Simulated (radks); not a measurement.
All-electron atom: Au I in [Xe] 4f14 5d10 6s1 (the NIST ground configuration). All-electron calculation, Dirac Kohn-Sham, PBEsol, spin-unpolarised, spherical densities, point nucleus. Program: a radial shooting solver on a logarithmic mesh with Libxc functionals. Some entries of the table are withheld. Estimate them.

orbital  occ.  eigenvalue (eV)  <r^2> (bohr^2)  <r> (bohr)
1s1/2       2        -80628.17       0.0003932     0.01686
2s1/2       2        -14214.64             (1)     0.07046
2p1/2       2        -13630.14        0.004203     0.05799
2p3/2       4        -11795.24        0.005391     0.06654
3s1/2       2        -3354.445         0.03858      0.1833
3p1/2       2        -3091.946         0.03518      0.1736
3p3/2       4        -2687.076         0.04161      0.1893
3d3/2       4        -2251.690         0.03191      0.1648
3d5/2       6        -2164.664         0.03366      0.1696
4s1/2       2              (2)          0.1872      0.4070
4p1/2       2        -615.8384             (3)      0.4094
4p3/2       4        -518.6517             (4)      0.4436
4d3/2       4        -335.7758          0.2364      0.4520
4d5/2       6        -317.6797          0.2480      0.4632
5s1/2       2              (5)          0.9660      0.9275
4f5/2       6         -83.0892          0.2975         (6)
4f7/2       8         -79.2771          0.3061         (7)
5p1/2       2         -71.8966           1.140       1.004
5p3/2       4         -55.3502           1.381       1.104
5d3/2       4          -7.8644           2.978         (8)
5d5/2       6          -6.3346           3.341         (9)
6s1/2       1          -5.8184           9.345       2.845

Answer. 
(1) 2s1/2 <r^2> (bohr^2): 0.005938
(2) 4s1/2 eigenvalue (eV): -727.6959
(3) 4p1/2 <r^2> (bohr^2): 0.1910
(4) 4p3/2 <r^2> (bohr^2): 0.2238
(5) 5s1/2 eigenvalue (eV): -108.1757
(6) 4f5/2 <r> (bohr): 0.4953
(7) 4f7/2 <r> (bohr): 0.5023
(8) 5d3/2 <r> (bohr): 1.571
(9) 5d5/2 <r> (bohr): 1.657
